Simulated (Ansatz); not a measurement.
The lowest singlet and triplet of C3H6 (SMILES C[C]C); geometries from B3LYP-D3(BJ)/def2-TZVP, each state relaxed from the structure named, with no frequency check.
Singlet (charge 0, multiplicity 1):
| atom | x (Å) | y (Å) | z (Å) |
|---|---|---|---|
| C | 1.2243 | -0.0107 | 0.1054 |
| C | -0.0296 | 0.2653 | -0.6019 |
| C | -1.2103 | -0.1147 | 0.1793 |
| H | 1.4677 | -0.9965 | -0.3372 |
| H | 1.1771 | -0.1577 | 1.1967 |
| H | 2.0521 | 0.6400 | -0.1785 |
| H | -1.0682 | -0.8176 | 1.0164 |
| H | -2.0817 | -0.3751 | -0.4225 |
| H | -1.4534 | 0.8682 | 0.6283 |
Triplet (charge 0, multiplicity 3):
```xyz
9

C      1.347    -0.017     0.045
C     -0.020     0.181    -0.438
C     -1.339    -0.062     0.147
H      1.551    -1.073     0.282
H      1.550     0.563     0.959
H      2.084     0.292    -0.701
H     -1.489    -1.124     0.398
H     -2.140     0.221    -0.540
H     -1.490     0.513     1.075
```

| level | gap E(singlet) − E(triplet), adiabatic (kcal/mol) |
|---|---|
| R-HF/cc-pVDZ | 19.07 |
| U-HF/cc-pVDZ (spin-contaminated) | 14.47 |
| R-HF/cc-pVTZ | 18.51 |
| U-HF/cc-pVTZ (spin-contaminated) | 13.90 |
| R-SVWN5/def2-TZVPP | -2.83 |
| U-SVWN5/def2-TZVPP | -2.83 |
| R-PBE/def2-TZVPP | 1.32 |
| U-PBE/def2-TZVPP (spin-contaminated) | 0.86 |
| R-r2SCAN/def2-TZVPP | 7.20 |
| U-r2SCAN/def2-TZVPP (spin-contaminated) | 4.74 |
| R-B3LYP/def2-TZVPP | -0.31 |
| R-PBE0/def2-TZVPP | 4.02 |
| U-PBE0/def2-TZVPP (spin-contaminated) | 2.98 |
| R-BHLYP/def2-TZVPP | 2.11 |
| U-BHLYP/def2-TZVPP (spin-contaminated) | 1.34 |
| R-wB97X-V/def2-TZVPP | -2.59 |
| U-wB97X-V/def2-TZVPP | -2.59 |
| R-wB97M-V/def2-TZVPP | -4.36 |
| U-wB97M-V/def2-TZVPP | -4.36 |
| R-B2PLYP/def2-TZVPP | -0.42 |
| U-B2PLYP/def2-TZVPP (spin-contaminated) | 0.14 |
| R-MP2/cc-pVDZ | 4.03 |
| U-MP2/cc-pVDZ (spin-contaminated) | 6.27 |
| R-MP2/cc-pVTZ | 0.74 |
| U-MP2/cc-pVTZ (spin-contaminated) | 4.09 |
| R-SCS-MP2/cc-pVDZ | 1.22 |
| U-SCS-MP2/cc-pVDZ (spin-contaminated) | 4.09 |
| R-SCS-MP2/cc-pVTZ | -3.03 |
| U-SCS-MP2/cc-pVTZ (spin-contaminated) | 1.09 |
| U-CCSD/cc-pVDZ (spin-contaminated) | 3.50 |
| R-CCSD/cc-pVTZ | 0.66 |
| U-CCSD/cc-pVTZ (spin-contaminated) | 1.22 |
| U-CCSD(T)/cc-pVDZ (spin-contaminated) | 2.31 |
| U-CCSD(T)/cc-pVTZ (spin-contaminated) | -0.34 |
| SA-CASSCF(2,2)/cc-pVDZ | 7.88 |
| SC-NEVPT2 on SA-CASSCF(2,2)/cc-pVTZ | 0.07 |
| FIC-NEVPT4(SD) on SA-CASSCF(2,2)/cc-pVDZ | 2.44 |
| FIC-NEVPT4(SD) on SA-CASSCF(2,2)/cc-pVTZ | -0.42 |
| FIC-MRCISD+Q on SA-CASSCF(2,2)/cc-pVDZ | 2.35 |
| FIC-MRCISD+Q on SA-CASSCF(2,2)/cc-pVTZ | -0.26 |

The rows run from -4.36 (R-wB97M-V/def2-TZVPP) to 19.07 kcal/mol (R-HF/cc-pVDZ). In cc-pVTZ (spin-contaminated) the value moves U-HF 13.90, U-MP2 4.09, U-CCSD 1.22, U-CCSD(T) -0.34, a shift of -14.25 from U-HF to U-CCSD(T). From cc-pVDZ (spin-contaminated) to cc-pVTZ (spin-contaminated) U-CCSD(T) changes by -2.65. The 9 R-functionals in def2-TZVPP without D3 or D4 span 11.56, from R-wB97M-V to R-r2SCAN.

A positive gap puts the triplet lower; no zero-point energy. R- takes a restricted singlet. U- takes an unrestricted singlet (broken symmetry where lower, unprojected). The triplet is unrestricted in single-reference levels. Active spaces average the two states.

Frozen-core correlation.

Doubts at one or more of the structures used: a restricted determinant that unrestricted orbitals would lower (R-HF/cc-pVDZ, R-HF/cc-pVTZ, R-PBE/def2-TZVPP, R-r2SCAN/def2-TZVPP, R-B3LYP/def2-TZVPP, R-PBE0/def2-TZVPP, R-BHLYP/def2-TZVPP, R-B2PLYP/def2-TZVPP, R-MP2/cc-pVDZ, R-MP2/cc-pVTZ, R-SCS-MP2/cc-pVDZ, R-SCS-MP2/cc-pVTZ, R-CCSD/cc-pVTZ); T1 above 0.05 (U-CCSD/cc-pVDZ (spin-contaminated), U-CCSD/cc-pVTZ (spin-contaminated), U-CCSD(T)/cc-pVDZ (spin-contaminated), U-CCSD(T)/cc-pVTZ (spin-contaminated)).

The values were computed with Ansatz (Gaussian basis) for Hartree–Fock, density functionals and correlated methods.

Ansatz is a first-principles code.
